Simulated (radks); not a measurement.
Task: These are the eigenvalues of the occupied orbitals of an atom or ion with whole-number occupations (hartree). Method: scalar-relativistic Kohn-Sham, PBEsol, spin-polarised, spherical densities, finite nucleus; Fermi nuclear charge, rms radius of each element as measured or else 0.836 A^(1/3) + 0.57 fm; computed with a radial shooting solver on a logarithmic mesh with Libxc functionals.

orbital  eigenvalue
1s up     -302.8810
1s down   -302.8809
2s up     -37.46034
2s down   -37.39165
2p up     -32.42870
2p down   -32.37678
3s up      -5.48812
3s down    -5.35443
3p up      -4.02746
3p down    -3.89603
3d up      -1.69242
3d down    -1.56623
6f up      -0.11644

Which element is it, and in what charge state? The configuration may be excited. Open shells, if any, are filled with parallel spins first.

Result: Z = 28, nickel, charge +2: Ni2+ in [Ar] 3d7 6f1. The list shows which subshells hold electrons but not how many an open one holds; the 1s level, -302.88 hartree, gives Z - s = 24.6 by -(Z - s)^2/2, which with screening and relativity narrows Z to a few neighbours, and the depths of the outer levels then fix element, charge and occupations together.
